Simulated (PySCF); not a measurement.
A side-by-side comparison of computed properties.

First species: C4H6F3P.
Z-matrix (Å and degrees, GFN2-xTB geometry), rows numbered from 1:
```
F 
C   1  1.3426
F   2  1.3422  1  106.34
F   2  1.3422  1  106.33  3  -114.00
P   2  1.8977  1  116.31  3   123.02
C   5  1.8724  2   96.42  1   -38.36
C   6  1.5397  5   92.70  2    87.45
C   7  1.5397  6   97.22  5     9.04
H   6  1.0892  5  115.19  2   -33.08
H   6  1.0895  5  110.27  2  -156.69
H   7  1.0895  6  113.68  5   128.84
H   7  1.0885  6  111.95  5  -108.20
H   8  1.0892  5  115.18  2    33.09
H   8  1.0895  5  110.27  2   156.67
```

Second species: CH6F3PSi2.
SMILES: `F[SiH2]P[SiH2]C(F)F`

Levels: B3LYP/def2-SVPD for dipole moment, HOMO energy, LUMO energy, HOMO–LUMO gap, static isotropic polarisability and electronic spatial extent ⟨r²⟩ about the centre of nuclear charge; TDDFT B3LYP/def2-SVPD for lowest singlet excitation; TDA B3LYP/def2-SVPD for lowest triplet excitation (Tamm–Dancoff); GFN2-xTB for rotational constant A and rotational constant C. Geometries: GFN2-xTB. All species are isolated and taken at one optimised geometry, non-relativistic unless stated; the electronic structure was computed with PySCF and density fitting.

Dipoles, sizes and rotational constants follow the conformer. The torsions of the flexible species, by atom-mapped SMILES:
- `[F:1][C:2]([F:3])([F:4])[P:5]1[CH2:6][CH2:7][CH2:8]1`: F1–C2–P5–C6 -38°
- `[F:1][SiH2:2][PH:3][SiH2:4][CH:5]([F:6])[F:7]`: F1–Si2–P3–Si4 -55°, Si2–P3–Si4–C5 -84°, P3–Si4–C5–F6 179°

Values for the first species:

| Quantity | Value |
| --- | --- |
| Dipole moment | 2.83 D |
| HOMO energy | -7.17 eV |
| LUMO energy | -0.36 eV |
| HOMO–LUMO gap | 6.81 eV |
| Lowest singlet excitation | 5.90 eV |
| Lowest triplet excitation (Tamm–Dancoff) | 4.89 eV |
| Static isotropic polarisability | 72.5 au |
| Electronic spatial extent ⟨r²⟩ about the centre of nuclear charge | 1002 bohr² |
| Rotational constant A | 2.870 GHz |
| Rotational constant C | 1.342 GHz |

(1) Estimate the same properties for the second species, and the change in each.

## Answers

(1) 
```json
{"property": "dipole moment", "first": "2.83 D", "second": "2.31 D", "second less first": "-0.52 D"}
{"property": "HOMO energy", "first": "-7.17 eV", "second": "-7.67 eV", "second less first": "-0.50 eV"}
{"property": "LUMO energy", "first": "-0.36 eV", "second": "-0.85 eV", "second less first": "-0.49 eV"}
{"property": "HOMO–LUMO gap", "first": "6.81 eV", "second": "6.82 eV", "second less first": "+0.01 eV"}
{"property": "lowest singlet excitation", "first": "5.90 eV", "second": "5.84 eV", "second less first": "-0.06 eV"}
{"property": "lowest triplet excitation (Tamm–Dancoff)", "first": "4.89 eV", "second": "5.41 eV", "second less first": "+0.52 eV"}
{"property": "static isotropic polarisability", "first": "72.5 au", "second": "94.6 au", "second less first": "+22.1 au"}
{"property": "electronic spatial extent ⟨r²⟩ about the centre of nuclear charge", "first": "1002 bohr²", "second": "1624 bohr²", "second less first": "+622 bohr²"}
{"property": "rotational constant A", "first": "2.870 GHz", "second": "2.236 GHz", "second less first": "-0.634 GHz"}
{"property": "rotational constant C", "first": "1.342 GHz", "second": "0.694 GHz", "second less first": "-0.648 GHz"}
```

On the first: The polarisability is 10.75 Å³ as a volume (1 au = 0.148185 Å³), or 1.01 au for each of the 72 electrons.

On the second: No computed singlet falls in the visible range (750 to 380 nm, 1.65 to 3.26 eV); S1 lies 2.58 eV above its blue end. The principal polarisabilities are 81.2, 90.1 and 112.6 au; their mean is the isotropic value.
